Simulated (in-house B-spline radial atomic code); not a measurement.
Values are calculated unless marked as measured or tabulated.
**Building a PAW s channel for Ni, r_c = 2.8 bohr**

Ni, [Ar] 3d8 4s2, non-relativistic PBE, spherical and spin-unpolarised, from a B-spline radial code for spherical atoms (atomic units; all potentials screened as in the neutral atom).

Two all-electron partial waves φ1, φ2 are integrated outwards at E1 = ε(4s) = -0.202976 and E2 = E1 + 1 hartree; φ1 is the bound orbital and φ2 has unit norm inside r_c = 2.8009 bohr. Smooth partners are polynomials, r^1(a0 + a1 r² + a2 r⁴ + a3 r⁶), matched to φ and three derivatives at r_c, with no condition on the norm. The local potential is -2.03715 + (0.578456) r² + (-0.071906) r⁴ + (0.00332466) r⁶ inside 2.3609 bohr and the all-electron one outside.

| wave | φ(r_c) | φ'(r_c) | a0 | a1 | a2 | a3 |
| --- | --- | --- | --- | --- | --- | --- |
| 1 | 0.5978484 | -0.1385332 | 0.4697004 | -0.04318047 | 0.001376939 | -4.64191e-06 |
| 2 | 0.5611006 | 1.540287 | -1.754576 | 0.4561669 | -0.03188942 | 0.0007018486 |

Inside r_c the overlaps are <φi φj> = [[0.55100, -0.49929], [-0.49929, 1.00000]] and, for the smooth waves, [[0.69896, -0.96396], [-0.96396, 2.44055]]. With χj = (Ej − T − V_local) applied to smooth wave j, the program's quadrature gives the matrix B_ij = <smooth i, χj> as [[0.28086, -1.17812], [-0.71345, 3.09110]].

Problem. Check the match of the first wave, and find the augmentation charges q_ij.

Solution. At r_c the four terms are 1.31558, -0.94881, 0.23736, -0.00628, which sum to 0.5979, φ1(r_c) to rounding. q_ij is the all-electron overlap less the smooth one: [[-0.14796, 0.46467], [0.46467, -1.44055]]. The smooth first wave has a norm of 0.6990 inside r_c against 0.5510, so q11 is negative and must stay small enough for the overlap operator to be positive.

Problem. B isn't symmetric. Show that D_ij = B_ij + Ej q_ij is.

Solution. Integrating by parts gives B12 − B21 = (E1 − E2) q12: -1.17812 − (-0.71345) = -0.46467, and −1 × (0.46467) = -0.46467. So D12 = -1.17812 + (0.797024)(0.46467) = -0.80777 and D21 = -0.71345 + (-0.202976)(0.46467) = -0.80777; D11 = 0.31090, D22 = 1.94295. The projectors, p = (B⁻¹)ᵀ χ, are dual to the smooth waves; det B = 0.028.

Solving (T + V_local + Σ p D p) ψ = E (1 + Σ p q p) ψ in a sphere of 9 bohr, whose wall lifts the free-atom level a little, gives these levels:

```csv
all-electron,one projector,two projectors
-0.202634,-0.202634,-0.202634
0.084807,0.082907,0.084797
0.422050,0.403266,0.422027
0.914039,0.805788,0.914029
1.553850,1.226060,1.552450
```

Problem. What does the second projector gain?

Solution. With one projector the errors are 0.00, -1.90, -18.78, -108.25 millihartree, and the level at 1.2261 is out of step with the all-electron series: an extra state, or one far too low, so the pairing ends there. With two the errors are 0.00, -0.01, -0.02, -0.01, -1.40 millihartree. The scattering is exact at E1 and at E2 = 0.797, and over all levels compared the largest error is 1.4 millihartree. The lowest eigenvalue of the overlap operator is 0.5827 with one and 0.1311 with two projectors. The smooth orbital alone needs a cutoff of 1.04 hartree for 1 millihartree of kinetic energy, against 3.81 for a norm-conserving Troullier-Martins orbital of the same radius; part of the gain comes from giving up the norm, part from the simpler form.
